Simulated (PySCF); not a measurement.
# Ionisation energy of Cd²⁺ by level of theory

Cd²⁺ [Kr] 4d10 (1S) → Cd³⁺ [Kr] 4d9 (2D), as a difference of total energies. Calculation: PySCF 2.14, in aug-cc-pVTZ-PP with ECP28MDF (6s6p5d3f2g, 88 functions); a scalar-relativistic core potential. Correlated levels: valence: 4s2 4p6 frozen. The calculations carry no spin-orbit coupling.

```tsv
method	ionisation energy (eV)
UHF	35.887
MP2 (valence)	37.917
SCS-MP2 (valence)	37.699
CCSD (valence)	37.570
CCSD(T) (valence)	37.663
```

**Question.** How much does correlation contribute at CCSD(T) (valence)?

**Answer.** 37.663 − (35.887) = 1.776 eV, measured against UHF.

The reference lies between the lowest fine-structure levels, while these numbers refer to the centres of the terms.

Errors of the correlated levels include the incompleteness of this basis and the frozen core.

For comparison: 37.468 ± 0.006 eV (measured; NIST Atomic Spectra Database, ionization energies).
